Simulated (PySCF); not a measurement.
# Correlation energy of Nb²⁺ (niobium, charge +2)

[Kr] 4d2 5p1, one real determinant (an excited configuration). Computed with PySCF 2.14 in x2c-TZVPPall with one added diffuse shell each of s, p, d, f type (9s7p7d3f1g, 95 functions), with scalar relativity by spin-free X2C-1e. Frozen: [Kr]; 3 electrons correlated.

MP2 pair energies summed by pair of shells (mhartree):

| pair | energy | share (%) |
| --- | --- | --- |
| 4d-5p | -6.98 | 65.9 |
| 4d-4d | -3.61 | 34.1 |

Total MP2 correlation energy: -10.59 mhartree.

Same-spin part -10.59 and opposite-spin part 0.00 mhartree; SCS-MP2 scales them by 1/3 and 6/5 to -3.53 mhartree.

The reference is one real determinant that mixes LS terms of this configuration.
